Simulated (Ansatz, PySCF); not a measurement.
Torsion H4–N1–Sn2–S3 in H3NSSn (SMILES [NH2][Sn][SH]); at each angle all else is relaxed with GFN2-xTB, and the levels are single points there.
Geometry at 180° (charge 0, multiplicity 1):
```xyz
6

N     -1.3555    -0.0327     0.3018
Sn     0.4271    -0.4570    -0.5741
S      0.3416    -2.8348     0.0111
H     -1.8015     0.8728     0.3400
H     -1.9572    -0.6900     0.7783
H      1.4954    -3.1888    -0.5402
```

On the grid 0° to 330°, 300° is the highest and 180° the lowest point at MP2/CBS(def2-TZVPP, def2-QZVPP) + ΔCCSD(T)/def2-TZVPP.

Rows in 3-21G, STO-3G carry no dispersion term and start afresh at each structure; the Pople sets are all-electron and without relativity.

Run with Ansatz (Gaussian orbitals); PySCF for 3-21G rows, STO-3G rows, the dispersion terms.  In def2 rows elements past Kr take small-core potentials, without spin–orbit coupling.

**Question.** One of these levels gives 13.21 kcal/mol for the energy at 300° less that at 180°. Which one is it?
A) HF/3-21G
B) BLYP-D4/def2-TZVPP
C) HF/STO-3G

**Answer.** A, HF/3-21G. The others give 16.83 (HF/STO-3G), 9.56 (BLYP-D4/def2-TZVPP)

Ansatz is a program for electronic structure.
